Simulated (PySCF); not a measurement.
PySCF 2.14 output of an unrestricted LDA calculation on a single atom or ion in x2c-SVPall (6s5p5d1f, 53 functions), with the spin-free X2C one-electron Hamiltonian (Gaussian nucleus):

```
SCF conv_tol = 1e-09
number electrons alpha = 23  beta = 20
    P. A. M. Dirac.,  Math. Proc. Cambridge Philos. Soc. 26, 376 (1930)
    F. Bloch.,  Z. Phys. 57, 545 (1929)
    S. H. Vosko, L. Wilk, and M. Nusair.,  Can. J. Phys. 58, 1200 (1980)
cycle= 1 E= -4524.55755365956  delta_E= -0.0113  |g|= 0.0928  |ddm|= 0.156
cycle= 2 E= -4524.55608047318  delta_E= 0.00147  |g|= 0.11  |ddm|= 0.102
cycle= 3 E= -4524.55924949647  delta_E= -0.00317  |g|= 0.0098  |ddm|= 0.0672
cycle= 4 E= -4524.55927982629  delta_E= -3.03e-05  |g|= 0.000478  |ddm|= 0.00635
cycle= 5 E= -4524.55927991966  delta_E= -9.34e-08  |g|= 3.13e-05  |ddm|= 0.00033
cycle= 6 E= -4524.55927992004  delta_E= -3.82e-10  |g|= 1.05e-06  |ddm|= 2.38e-05
converged SCF energy = -4524.55927992004  <S^2> = 3.7510637  2S+1 = 4.0005318
```

The run itself started from symmetry-adapted Hartree-Fock orbitals and held the occupation by maximum overlap, on a logarithmic radial grid, so the iterations belong to that start.

Problem. Which element, charge and spin multiplicity is this?

Solution. Ru⁺ (ruthenium, charge +1), multiplicity 4; the state was [Kr] 4d7, high-spin 4F determinant.
